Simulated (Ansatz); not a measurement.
Basis-set series for `C[O][Ga]([OH])[F]`. Charge 0, multiplicity 1. The geometry is a stationary point of PBE0-D4/def2-TZVP. It is one conformer, not always the lowest.

| functional | basis | functions | energy (Eh) | HOMO (eV) | LUMO (eV) |
| --- | --- | --- | --- | --- | --- |
| PBE0-D4 | def2-SVP | 108 | -2214.71527 | -8.20 | -1.05 |
| PBE0-D4 | def2-QZVPP | 437 | -2215.38327 | -8.40 | -1.36 |
| ωB97M-V | def2-SVP | 108 | -2215.06902 | -10.59 | 0.83 |
| ωB97M-V | def2-QZVPP | 437 | -2215.74228 | -10.82 | 0.32 |

**Question.** Give the rows for def2-TZVPP. (An estimate is asked.)

**Answer.** Computed: 
```
functional       basis  functions  energy (Eh)  HOMO (eV)  LUMO (eV)
   PBE0-D4  def2-TZVPP        228  -2215.32167      -8.35      -1.21
   ωB97M-V  def2-TZVPP        228  -2215.68318     -10.77       0.65
```

Positive LUMOs are unbound and depend on the basis. Scalar relativity is left out up to krypton.
